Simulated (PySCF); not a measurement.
Si(F)3(nPr), C₃H₇F₃Si, SMILES CCC[Si](F)(F)F, PBE0/def2-SVP optimised geometry.

```
14

C      2.09    -0.93     0.02
C      0.56    -0.94     0.01
C     -0.05     0.46     0.00
Si    -1.89     0.46     0.00
F     -2.49     1.95     0.00
F     -2.49    -0.29    -1.28
F     -2.48    -0.29     1.29
H      2.47    -0.40     0.91
H      2.49    -1.95     0.03
H      2.49    -0.42    -0.87
H      0.19    -1.49     0.89
H      0.20    -1.50    -0.86
H      0.29     1.05     0.88
H      0.29     1.03    -0.88
```

Density from PBE0/def2-TZVP run with PySCF at that geometry.

Minimum of the electron density along straight lines between bonded atoms, close to the bond critical point (lines longer than 1.1 times the sum of covalent radii, or with two minima, are not listed):

```json
[
 {"bond": "C1–C2", "length / Å": "1.521", "ρ at the minimum / e bohr⁻³": "0.248", "∇²ρ there / e bohr⁻⁵": "[?]", "position (fraction from the first atom)": "0.50"},
 {"bond": "C2–C3", "length / Å": "1.532", "ρ at the minimum / e bohr⁻³": "0.239", "∇²ρ there / e bohr⁻⁵": "[?]", "position (fraction from the first atom)": "0.49"},
 {"bond": "C3–Si4", "length / Å": "1.838", "ρ at the minimum / e bohr⁻³": "0.137", "∇²ρ there / e bohr⁻⁵": "[?]", "position (fraction from the first atom)": "0.61"},
 {"bond": "Si4–F5", "length / Å": "1.605", "ρ at the minimum / e bohr⁻³": "0.139", "∇²ρ there / e bohr⁻⁵": "0.97", "position (fraction from the first atom)": "0.42"},
 {"bond": "Si4–F6", "length / Å": "1.606", "ρ at the minimum / e bohr⁻³": "0.138", "∇²ρ there / e bohr⁻⁵": "0.96", "position (fraction from the first atom)": "0.42"},
 {"bond": "Si4–F7", "length / Å": "1.606", "ρ at the minimum / e bohr⁻³": "0.138", "∇²ρ there / e bohr⁻⁵": "0.96", "position (fraction from the first atom)": "0.42"},
 {"bond": "C1–H8", "length / Å": "1.102", "ρ at the minimum / e bohr⁻³": "0.271", "∇²ρ there / e bohr⁻⁵": "-0.91", "position (fraction from the first atom)": "0.64"},
 {"bond": "C1–H9", "length / Å": "1.100", "ρ at the minimum / e bohr⁻³": "0.272", "∇²ρ there / e bohr⁻⁵": "-0.91", "position (fraction from the first atom)": "0.64"},
 {"bond": "C1–H10", "length / Å": "1.102", "ρ at the minimum / e bohr⁻³": "0.271", "∇²ρ there / e bohr⁻⁵": "-0.91", "position (fraction from the first atom)": "0.64"},
 {"bond": "C2–H11", "length / Å": "1.103", "ρ at the minimum / e bohr⁻³": "0.274", "∇²ρ there / e bohr⁻⁵": "-0.92", "position (fraction from the first atom)": "0.64"},
 {"bond": "C2–H12", "length / Å": "1.103", "ρ at the minimum / e bohr⁻³": "0.274", "∇²ρ there / e bohr⁻⁵": "-0.92", "position (fraction from the first atom)": "0.64"},
 {"bond": "C3–H13", "length / Å": "1.105", "ρ at the minimum / e bohr⁻³": "0.266", "∇²ρ there / e bohr⁻⁵": "-0.87", "position (fraction from the first atom)": "0.64"},
 {"bond": "C3–H14", "length / Å": "1.105", "ρ at the minimum / e bohr⁻³": "0.266", "∇²ρ there / e bohr⁻⁵": "-0.87", "position (fraction from the first atom)": "0.64"}
]
```

Task: Complete the blanks.

Result: 
- C1–C2, ∇²ρ there / e bohr⁻⁵: -0.62
- C2–C3, ∇²ρ there / e bohr⁻⁵: -0.57
- C3–Si4, ∇²ρ there / e bohr⁻⁵: 0.16
